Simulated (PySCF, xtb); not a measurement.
BHO, SMILES O=B.

Harmonic wavenumbers (cm⁻¹) from GFN2-xTB in xtb at its own minimum, in rising order: 708, 708, 1999, 2892.

Task: What does PBE0-D3(BJ)/def2-TZVPD (PySCF 2.14.0) give at its own minimum? (An estimate is asked for; the answer gives what the named calculation found.)

Result: 778, 778, 1882, 2893. Paired by order, the mean absolute difference is 64 cm⁻¹ and the zero-point energies are 9.0 and 9.0 kcal/mol.
